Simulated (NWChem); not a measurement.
System: C5H5F; SMILES C1CC=C(C=1)F

Input file for NWChem:

```
start job
memory heap 200 mb stack 900 mb global 1100 mb
geometry units angstroms noautoz
  F      0.019646    -2.064338     0.000000
  C     -0.037257    -0.740915     0.000000
  C     -1.148683     0.019423     0.000000
  C     -0.703108     1.446320     0.000000
  C      0.793098     1.368257     0.000000
  C      1.172646     0.074527     0.000000
  H     -2.179722    -0.330047     0.000000
  H     -1.075462     2.001412     0.881517
  H     -1.075462     2.001412    -0.881517
  H      1.450118     2.238822     0.000000
  H      2.186176    -0.328188     0.000000
end
basis spherical
  * library 6-311++g**
end
dft
  xc b3lyp
  iterations 150
  mulliken
end
task dft energy
```

The geometry was optimised at PBE0/def2-SVP.

Q: Give the results of this calculation. (B3LYP/6-311++G** (spherical d).) Quantities: basis functions; energy (Ha); highest occupied level (eV); orbital gap (eV); dipole (D).

A: 
```
Property                       Value
---------------------------  -------
number of basis functions        167
energy (Ha)                  -293.42
highest occupied level (eV)    -6.33
orbital gap (eV)                5.36
dipole (D)                      2.03
```
